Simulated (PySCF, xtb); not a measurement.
Al₂H₄, SMILES [AlH2][AlH2].

xtb 6.7.1 with GFN2-xTB at its own geometry gives an orbital gap of 2.24 eV and a dipole moment of 0.00 D.

Geometry: TPSSh-D3(BJ)/def2-TZVP.

Question: What does PBE0/def2-TZVPD in PySCF give? (The exact figures need the calculation; the answer reports its results.)

Answer: gap 4.83 eV (levels -6.92 and -2.09 eV), dipole 0.00 D.
